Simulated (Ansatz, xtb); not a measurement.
**F2H2Si2: which of two isomers lies lower**

Structure X: `F[Si][SiH2]F`, a singlet. Structure Y: `F[SiH](F)[SiH]`, a singlet. Both are isolated molecules in the gas phase, relaxed with B3LYP/6-31G*; the shapes shown needn't be the lowest conformers.

X (Å):

```xyz
6

F    -1.3695    0.8171    2.7868
F     0.2012   -3.0225    1.2266
Si   -1.9043   -0.7192    2.5926
Si    0.2146   -1.4436    1.6236
H     1.3389   -1.2101    2.5820
H     0.5276   -0.6530    0.3931
```

Y (Å):

```yaml
atoms:
  - { symbol: F, position_ang: [-1.8308, -1.3221, 2.2699] }
  - { symbol: F, position_ang: [-0.0598, -0.0576, 3.6595] }
  - { symbol: Si, position_ang: [-0.3630, -0.6475, 2.1871] }
  - { symbol: Si, position_ang: [1.2089, -2.3472, 1.5417] }
  - { symbol: H, position_ang: [-0.4426, 0.5326, 1.2771] }
  - { symbol: H, position_ang: [0.5122, -2.3888, 0.1787] }
```

Energies in hartree; the thermal terms are from B3LYP/6-31G* harmonic frequencies (ideal gas, rigid rotor, one conformer each, 298.15 K, 1 atm) and include the zero-point energy:

|  | X | Y |
| --- | --- | --- |
| E, CCSD(T)/def2-TZVP | −778.839985 | −778.841868 |
| zero-point energy | 0.022306 | 0.021752 |
| H(298 K) − E | 0.029179 | 0.028591 |
| G(298 K) − E | −0.008245 | −0.008475 |

Q: Work out ΔE, ΔE₀, ΔH and ΔG for X → Y in kcal/mol (1 Eh = 627.51 kcal/mol) and the equilibrium ratio [Y]/[X].

A: 1. ΔE = −778.841868 − (−778.839985) = −0.001883 Eh = −1.18 kcal/mol.
2. ΔE₀ = ΔE + ΔZPE = −0.001883 + (−0.000554) Eh = −1.53 kcal/mol.
3. ΔH = ΔE + (−0.000588) Eh = −1.55 kcal/mol.
4. ΔG = ΔE + (−0.000230) Eh = −1.33 kcal/mol, so ΔS = (ΔH − ΔG)/T = −3.2 J/(mol K).
5. kT = 0.9442 mEh, so K = [Y]/[X] = exp(−ΔG/kT) = exp(+2.24) ≈ 9.4.

Structure Y is favoured at this temperature. An error of 1 kcal/mol in ΔG would change K by a factor of 5.4. B3LYP/6-31G* gave ΔE the other sign. Mirror images and further conformers aren't counted.

As drawn, both hold the same kinds of bond in the same numbers.

Other levels gave ΔE = +0.8 (B3LYP/6-31G*); −2.2 (HF/def2-TZVP); −1.0 (MP2/def2-TZVP) kcal/mol. The correlated steps freeze 12 core orbitals. Programs: Ansatz 0.2.0.
